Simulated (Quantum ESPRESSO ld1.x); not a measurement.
V4+, configuration [Ar] 3d1. Method: scalar-relativistic Kohn-Sham, LDA (Slater exchange, VWN5 correlation), spin-polarised, spherical densities, point nucleus; open shells are filled with parallel spins first; computed with ld1.x of Quantum ESPRESSO 7.5.

Unscreened Slater integrals over Kohn-Sham orbitals (eV). They are taken over the spin-up orbitals.

| integral | value |
|---|---|
| F0(3d,3d) | 23.133 |
| F2(3d,3d) | 11.120 |
| F4(3d,3d) | 7.0059 |
| F0(3d,3p) | 24.108 |
| F2(3d,3p) | 11.702 |
| G1(3d,3p) | 14.451 |
| G3(3d,3p) | 8.8774 |
| F0(3d,3s) | 24.632 |
| G2(3d,3s) | 11.127 |
| F0(3d,2p) | 31.405 |
| F2(3d,2p) | 6.1065 |
| G1(3d,2p) | 4.4851 |
| G3(3d,2p) | 2.5441 |
| F0(3p,3p) | 25.352 |
| F2(3p,3p) | 12.775 |
| F0(3p,3s) | 25.910 |
| G1(3p,3s) | 17.237 |
| F0(3p,2p) | 34.343 |
| F2(3p,2p) | 6.8997 |
| G0(3p,2p) | 2.7391 |
| G2(3p,2p) | 2.8515 |
| F0(3s,3s) | 26.522 |
| F0(3s,2p) | 35.217 |
| G1(3s,2p) | 2.9573 |
| F0(2p,2p) | 90.613 |
| F2(2p,2p) | 42.506 |

Derived for the open shells (J is the average intra-shell exchange parameter used in DFT+U). 3d: Racah B = F2/49 - 5 F4/441 = 0.1475 eV, C = 35 F4/441 = 0.5560 eV, C/B = 3.77, F4/F2 = 0.630, J = (F2 + F4)/14 = 1.295 eV.
